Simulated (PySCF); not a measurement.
Species: C5H11SSi (doublet state).
Z-matrix (Å and degrees, GFN2-xTB geometry), rows numbered from 1:
```
C 
C   1  1.5227
C   2  1.5198  1  112.25
S   3  1.8373  2  110.80  1    67.05
Si  4  2.1389  3  101.81  2   165.44
C   5  1.8268  4  117.36  3    -9.24
C   6  1.4621  5   74.83  4   -98.14
H   1  1.0878  2  110.47  3    62.19
H   1  1.0870  2  110.52  3  -177.58
H   1  1.0873  2  110.00  3   -57.60
H   2  1.0920  1  109.61  3   121.29
H   2  1.0933  1  109.80  3  -120.20
H   3  1.0898  2  111.08  1   -51.81
H   3  1.0883  2  110.93  1  -173.73
H   5  1.4515  4  103.82  3   170.42
H   6  1.0853  5  121.52  7  -111.84
H   7  1.0835  5  129.31  6   108.29
H   7  1.0825  5  105.46  6  -114.72
```

The hyperfine couplings belong to this conformer and change with its torsions.

The species is `CCCS[Si@@H]1[CH]C1` [radical].

Level of theory: UKS B3LYP, pcH-1 on C H S Si, non-relativistic, mean-field spin-orbit, GIAO (PySCF). Geometry: GFN2-xTB, one conformer, isolated molecule. GFN2-xTB frequencies show an imaginary mode (28i cm⁻¹), so this geometry is no minimum at that level. The geometry wasn't refined by DFT: couplings that depend on bond lengths, twists or pyramidal angles can differ widely from those at the functional's own minimum. Stability of the SCF solution: not tested.

Problem. What is the g tensor, term by term?

Solution. 
```json
{"Δg (ppm)": "relativistic mass correction", "1": "-146", "2": "-146", "3": "-146"}
{"Δg (ppm)": "gauge correction", "1": "39", "2": "37", "3": "30"}
{"Δg (ppm)": "orbital Zeeman/spin–orbit", "1": "163", "2": "2269", "3": "4713"}
{"Δg (ppm)": "total", "1": "57", "2": "2161", "3": "4597"}
```

So g = 2.00238, 2.00448, 2.00692 and g_iso = 2.00459; the tensor is rhombic: the two nearest values differ by 46 % of g3 − g1. Axes: g1 points within 15° of the C6–C7 bond and g2 points within 9° of the Si5–C6 bond.

Problem. Average each term over the three axes. Which is largest in size?

Solution. The orbital-Zeeman/spin–orbit term 2382, the mass correction -146 and the gauge correction 35 ppm, for a total of 2272 ppm. The orbital-Zeeman/spin–orbit term is the largest in size. The mass correction is the same along every axis, so the anisotropy comes from the other two: their spans along these axes are 9 (gauge) and 4550 ppm (orbital Zeeman/spin–orbit).

Problem. At 9.769 GHz, how far is the centre of the isotropic spectrum from where a free electron (g = 2.002319) resonates?

Solution. B = hν/(g μB) with μB/h = 13.99624 MHz/mT gives 348.58 mT for the free electron and 348.19 mT at g_iso, 0.40 mT lower.

Problem. In a frozen sample, at which fields do the three g values resonate at 9.5, 34, 94 and 263 GHz (hyperfine left aside), and which band first spreads them over more than twice a line width of 0.5 mT?

Solution. 
```tsv
band	GHz	B(g3) mT	B(g2) mT	B(g1) mT	spread mT
X	9.5	338.21	338.62	338.97	0.77
Q	34.0	1210.43	1211.90	1213.17	2.74
W	94.0	3346.47	3350.54	3354.06	7.59
J	263.0	9363.00	9374.38	9384.23	21.23
```

The spread grows in proportion to the frequency. Q band is the first where it exceeds 1.0 mT.

The largest Mulliken spin populations are on C6 (+0.64), Si5 (+0.22) and C7 (+0.10). The angles at C6 add up to 312.6°, so it is pyramidal.

The HOMO–LUMO gaps are 4.73 eV among the α and 3.60 eV among the β orbitals.
